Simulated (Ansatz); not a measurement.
System: WH$_{2}$ (charge 0, quintet). The spin state was set by rule; other spins were not relaxed. 
Geometry from a B3LYP-D3(BJ)/def2-TZVP (Ansatz, a first-principles code) optimisation:
```xyz
3

W     -0.0002     0.0000    -0.0249
H      1.4421     0.0069     0.9118
H     -1.4290    -0.0085     0.9321
```
Charge 0, spin multiplicity 5.

Dipole moments at this geometry, in debye (magnitudes).

| level | program | dipole (D) |
|---|---|---|
| SVWN5/def2-TZVPD | Ansatz | 1.85 |
| PBE/def2-TZVPD | Ansatz | 1.96 |
| BLYP/def2-TZVPD | Ansatz | 1.94 |
| r2SCAN/def2-TZVPD | Ansatz | 2.12 |
| B3LYP/def2-TZVPD | Ansatz | 2.14 |
| PBE0/def2-TZVPD | Ansatz | 2.22 |
| BHLYP/def2-TZVPD | Ansatz | 2.46 |
| r2SCAN0/def2-TZVPD | Ansatz | 2.32 |
| HSE06/def2-TZVPD | Ansatz | 2.21 |
| CAM-B3LYP/def2-TZVPD | Ansatz | 2.30 |
| wB97M-V/def2-TZVPD | Ansatz | 2.35 |
| wB97X-V/def2-TZVPD | Ansatz | 2.36 |
| CCSD(T)/def2-SVPD | Ansatz | 2.45 |
